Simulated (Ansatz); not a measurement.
```xyz
7

F    -0.145    3.482    0.376
Ga    0.678    2.001   -0.093
O    -0.253    0.500    0.149
Si   -0.102   -1.118   -0.060
H    -1.165   -1.599   -0.981
H    -0.239   -1.802    1.251
H     1.226   -1.464   -0.642
```

Charge 0, multiplicity 2.

Question: List the CAM-B3LYP/def2-TZVPP orbital energies in eV (Ansatz 0.2.0). (Estimate.)

Answer: Computed: α occupied: -10140.59, -1801.46, -1252.12, -1109.42, -1109.35, -1109.30, -672.62, -522.75, -152.60, -145.95, -106.06, -105.89, -105.77, -101.31, -101.26, -101.25, -33.25, -29.24, -25.79, -25.78, -25.73, -25.55, -25.43, -17.20, -15.03, -13.71, -12.90, -12.88, -12.45, -12.42, -10.68, -10.37, -8.56. α empty: -0.51, 1.04, 1.59, 2.60, 2.70, 2.78, 3.06, 5.24. β occupied: -10140.56, -1801.46, -1252.09, -1109.40, -1109.32, -1109.27, -672.51, -522.63, -152.52, -145.95, -105.98, -105.79, -105.75, -101.30, -101.26, -101.25, -32.98, -28.97, -25.68, -25.67, -25.66, -25.44, -25.33, -17.04, -14.61, -13.14, -12.79, -12.64, -12.40, -12.32, -10.46, -10.32. β empty: -3.11, 0.02, 1.21, 1.85, 2.63, 2.70, 2.88, 3.21. ⟨S²⟩ = 0.753.
